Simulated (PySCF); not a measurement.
## Name the molecule from its bond curve

A diatomic of charge 0 contains In. Its singlet curve at B97-3 in a triple-zeta basis (scalar-relativistic core potentials, PySCF), in eV from the separated fragments:

```
R (Å)  E (eV)
1.593  -2.295
1.667  -2.505
1.741  -2.628
1.796  -2.676
1.852  -2.694
1.908  -2.687
1.982  -2.649
2.074  -2.565
2.185  -2.427
2.333  -2.207
```

The fit gives ωe = 1430 cm⁻¹ and the rotational constant Bₑ = 4.858 cm⁻¹.

Which atom is the partner?

The minimum lies at 1.864 Å, so the reduced mass is 16.8576 u Å² cm⁻¹/(Bₑ·Re²) = 0.9987 u. With In at 114.90 u the partner weighs about 1.0 u: H. The molecule is InH.

Spin–orbit coupling is left out.
